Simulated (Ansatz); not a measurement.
Consider the cleavage of the Si–Si bond: `O[Si@H](Cl)[Si@H](F)Cl` + NH₃ → `N[SiH](O)Cl` + `F[SiH2]Cl`.

Program: Ansatz. Geometries: PBE0-D4/def2-TZVP. ΔE: electronic, gas phase. CCSD(T)/CBS adds triple-zeta CCSD(T) − MP2 to the extrapolated MP2 energy (def2 sets, frozen cores). This one scheme is used for every species. DFT in def2-TZVPP. B3LYP here is the variant with VWN-RPA as its local correlation; programs differ in this. HSE06 is defined as in plane-wave codes. Each species was taken in one conformer, which may not be the lowest.

`O[Si@H](Cl)[Si@H](F)Cl`:

Z-matrix (Å, degrees):
```
Si
Cl 1 2.054
Si 1 2.348 2 105.6
O 1 1.635 2 112.1 3 -118.6
H 1 1.478 2 108.5 3 124.6
F 3 1.593 1 111.6 2 42.2
Cl 3 2.054 1 104.9 2 -75.1
H 3 1.481 1 116.7 2 166.2
H 4 0.960 1 117.6 2 65.9
```

NH₃:

Z-matrix (Å, degrees):
```
N
H 1 1.013
H 1 1.013 2 107.1
H 1 1.013 2 107.1 3 -114.5
```

`N[SiH](O)Cl`:

```xyz
8

N    -0.527   -0.077   -1.083
Si    0.426    0.240    0.288
O    -0.450    0.110    1.658
Cl    1.948   -1.141    0.187
H    -0.127   -0.509   -1.898
H    -1.334    0.485   -1.302
H     1.045    1.575    0.392
H    -0.980   -0.684    1.757
```

`F[SiH2]Cl`:

```xyz
5

F     0.586   -0.561   -1.371
Si    0.026    0.110   -0.043
Cl   -0.634   -1.356    1.206
H    -1.111    0.976   -0.405
H     1.134    0.831    0.613
```

| level | ΔE (kJ/mol) | difference from CCSD(T)/CBS |
| --- | --- | --- |
| LDA (SPW92) | -75.6 | 11.4 |
| revPBE-D4 | -62.1 | 24.9 |
| BLYP-D4 | -71.9 | 15.1 |
| r2SCAN-D4 | -81.6 | 5.4 |
| B97M-V | -81.3 | 5.7 |
| B3LYP-D4 | -79.6 | 7.4 |
| r2SCANh-D4 | -83.6 | 3.4 |
| r2SCAN0-D4 | -86.6 | 0.4 |
| HSE06-D4 | -72.3 | 14.7 |
| CAM-B3LYP-D4 | -89.7 | -2.7 |
| ωB97X-V | -84.6 | 2.4 |
| ωB97M-V | -90.7 | -3.7 |
| B2PLYP | -91.9 | -4.9 |
| PBE-QIDH | -88.5 | -1.5 |
| revPBE | -66.4 | 20.6 |
| BLYP | -81.1 | 5.9 |
| r2SCAN | -83.2 | 3.8 |
| PBE0 | -77.7 | 9.3 |
| B3LYP | -88.2 | -1.2 |
| r2SCANh | -85.5 | 1.5 |
| HSE06 | -77.5 | 9.5 |
| BHLYP | -99.1 | -12.1 |
| CAM-B3LYP | -95.6 | -8.6 |
| LC-ωPBE | -86.7 | 0.3 |
| RPA@PBE/def2-TZVPP | -87.1 | -0.1 |
| HF/def2-SVP | -106.8 | -19.8 |
| MP2/def2-SVP | -95.6 | -8.6 |
| CCSD/def2-SVP | -91.5 | -4.5 |
| CCSD(T)/def2-SVP | -88.3 | -1.3 |
| HF/def2-TZVPP | -109.8 | -22.8 |
| MP2/def2-TZVPP | -95.7 | -8.7 |
| SCS-MP2/def2-TZVPP | -97.1 | -10.1 |
| CCSD/def2-TZVPP | -92.9 | -5.9 |
| CCSD(T)/def2-TZVPP | -89.3 | -2.3 |
| HF/def2-QZVPP | -110.9 | -23.9 |
| MP2/def2-QZVPP | -94.8 | -7.8 |
| SCS-MP2/def2-QZVPP | -96.4 | -9.4 |
| HF/CBS(def2) | -111.0 | -24.0 |
| MP2/CBS(def2) | -93.4 | -6.4 |
| CCSD/CBS(def2) | -90.6 | -3.6 |
| CCSD(T)/CBS | -87.0 | 0 |

Largest T1 diagnostic among the species: 0.011.

The D4 term adds +8.7 kJ/mol with B3LYP and +5.3 kJ/mol with PBE0; it sums over pairs of atoms, weighted by their polarisabilities, and B3LYP, whose exchange is more repulsive, gets the larger term. From PBE to PBE0 (25 % exact exchange), in def2-TZVPP and without D4, ΔE moves by −9.6 kJ/mol. In def2-TZVPP, CCSD(T) changes the Hartree–Fock value by +20.5 kJ/mol (the triples alone add +3.6 kJ/mol) and MP2 by +14.1 kJ/mol.

CCSD(T)/CBS has its own doubt, a few kJ/mol and more with outer-core shells, so smaller differences from it don't rank the levels.
